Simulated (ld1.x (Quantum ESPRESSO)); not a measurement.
# Reading a pseudo-wave (Si)

Columns: radius, all-electron u(r) and pseudo u(r) of the 3s shell (level -10.81 eV) of silicon in the configuration [Ne] 3s2 3p2; PBE, scalar-relativistic, TM scheme, ld1.x (Quantum ESPRESSO) 7.5.

| r (bohr) | all-electron | pseudo |
| --- | --- | --- |
| 0.098 | 0.1268 | 0.0261 |
| 0.195 | -0.1189 | 0.0528 |
| 0.292 | -0.2915 | 0.0813 |
| 0.390 | -0.3381 | 0.1129 |
| 0.488 | -0.2883 | 0.1484 |
| 0.585 | -0.1833 | 0.1881 |
| 0.682 | -0.0527 | 0.2333 |
| 0.780 | 0.0852 | 0.2849 |
| 0.878 | 0.2169 | 0.3423 |
| 0.975 | 0.3344 | 0.4036 |
| 1.072 | 0.4362 | 0.4675 |
| 1.170 | 0.5220 | 0.5314 |
| 1.268 | 0.5915 | 0.5911 |
| 1.365 | 0.6455 | 0.6424 |
| 1.463 | 0.6861 | 0.6837 |
| 1.560 | 0.7139 | 0.7127 |
| 1.658 | 0.7307 | 0.7304 |
| 1.755 | 0.7378 | 0.7378 |
| 1.852 | 0.7367 | 0.7367 |
| 1.950 | 0.7287 | 0.7287 |
| 2.047 | 0.7152 | 0.7152 |
| 2.145 | 0.6970 | 0.6970 |
| 2.242 | 0.6755 | 0.6755 |
| 2.340 | 0.6511 | 0.6511 |
| 2.438 | 0.6248 | 0.6248 |
| 2.535 | 0.5974 | 0.5974 |

**Question.** How many radial nodes do the two functions have?

**Answer.** The all-electron 3s function has n − l − 1 = 2; the pseudo-wave has 0, since the states of the same l below it are removed with the core.

**Question.** At about which radius was the pseudo-wave matched?

**Answer.** 1.90 bohr. The columns agree to 0.0005 from 1.66 bohr on; several derivatives are matched, so the curves merge somewhat inside the radius.

**Question.** Is the pseudo-wave norm-conserving?

**Answer.** Yes: the TM scheme keeps the norm inside the radius equal to the all-electron one, which fixes the energy derivative of the logarithmic derivative at the level.
